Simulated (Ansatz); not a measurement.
Calculated with Ansatz (gas phase, PBE0-D4/def2-TZVP geometries, no zero-point term in ΔE). CBS: MP2 limit from def2 TZ/QZ plus the TZ coupled-cluster correction, frozen cores. This one scheme is used for every species, atoms too. DFT in def2-TZVPP. Open shells (•) are unrestricted, without spin–orbit coupling. Spin–orbit coupling would lower the free atoms: a little for C, F, S; clearly for Ge. Bonds to Ge are less sure, by a few kJ/mol each and by 10 to 20 or more in all where they break to atoms, as the def2 sets lack core-valence functions. Scalar relativity is left out up to krypton. Each species was taken in one conformer, which may not be the lowest.

Reaction (atomization): `C[S][Ge]([CH3])([F])[F]` → 2 C• + 2 F• + Ge• + 6 H• + S•

`C[S][Ge]([CH3])([F])[F]`:

```xyz
12

C     0.130   -2.147   -0.008
S     0.678   -1.101    1.377
Ge   -0.304    0.756    0.768
C     0.322    1.718   -0.778
F    -0.249    1.797    2.145
F    -1.987    0.415    0.515
H     0.560   -1.821   -0.955
H    -0.957   -2.171   -0.072
H     0.495   -3.149    0.213
H    -0.313    2.591   -0.928
H     0.271    1.079   -1.660
H     1.353    2.034   -0.617
```

```tsv
level	ΔE (kJ/mol)
PBE-D4	4506.4
r2SCAN-D4	4449.2
MP2/def2-TZVPP	4425.4
HF/def2-QZVPP	3245.6
```

Q: What does CCSD(T)/CBS give? (An estimate is asked.)

A: The calculation gave: +4441.7 kJ/mol. The listed levels differ from it by 64.7, 7.5, -16.3, -1196.1 kJ/mol.

Largest T1 diagnostic among the species: 0.011.

From r2SCAN to r2SCAN0 (25 % exact exchange), in def2-TZVPP and without D4, ΔE moves by −79.0 kJ/mol: exact exchange takes away binding that semilocal exchange gives to molecules. In def2-TZVPP, CCSD(T) changes the Hartree–Fock value by +1096.4 kJ/mol (the triples alone add +69.1 kJ/mol) and MP2 by +1185.4 kJ/mol; breaking electron pairs costs correlation energy, which Hartree–Fock lacks. At CCSD(T), def2-SVP lies −276.1 kJ/mol from the extrapolated value and def2-TZVPP −105.4 kJ/mol: correlation converges slowly with the basis, and small sets miss more of it in the bonded molecule than in its fragments.

For atomizations the MP2-based limit and the directly extrapolated one differ by several kJ/mol either way, and by 10 to 25 for some Ge, Se and Sn compounds, so smaller differences from it don't rank the levels.
